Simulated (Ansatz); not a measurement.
# C4H2F2Zr: where a starting geometry ends

The starting geometry of this gas-phase triplet was optimised with GFN2-xTB as a singlet.

```
atom    x (Å)    y (Å)    z (Å)
   C  -0.5998  -3.3740  -1.2355
   C  -0.1873  -2.3134  -0.8213
   C   1.5968  -0.4797   1.7981
   C   2.2031  -0.5234   2.8451
   F  -1.0237   0.7497   0.1547
   F   1.5617   0.4721  -1.4008
  Zr   0.4838  -0.3460  -0.0953
   H  -0.9544  -4.3039  -1.5957
   H   2.7322  -0.5678   3.7607
```

Q: Predict what it relaxes into with PBE0-D4/def2-SVP.

A: A new bond forms, giving a structure given below by its coordinates. Contacts that close: C2–C3 (3.66 → 1.67 Å).

The energy falls by 1.64 eV over 20 steps:

```csv
step,E − E(last) (eV)
1,1.642
3,0.974
5,0.882
7,0.592
9,0.254
12,0.021
14,0.018
16,0.002
18,0.000
20,0.000
```

Final geometry (Å):

```xyz
9

C     0.0879   -3.0574   -0.1615
C     0.2806   -1.8144   -0.1002
C     1.0987   -0.9910    1.0945
C     1.6458   -1.4896    2.1134
F    -1.2529    1.3405   -0.0633
F     1.5877    0.9844   -1.7630
Zr    0.3320    0.3540   -0.4687
H    -0.0876   -4.1177   -0.2324
H     2.1202   -1.8951    2.9912
```

No frequencies were run, so the end isn't proven a minimum. Open shells are spin-unrestricted. The triplet needn't be the ground state. Atoms past krypton carry core potentials, without spin–orbit terms. Run with Ansatz 0.2.0, 2.5 min on 2 threads of Intel(R) Xeon(R) Platinum 8488C (Sapphire Rapids), with other jobs on the host.
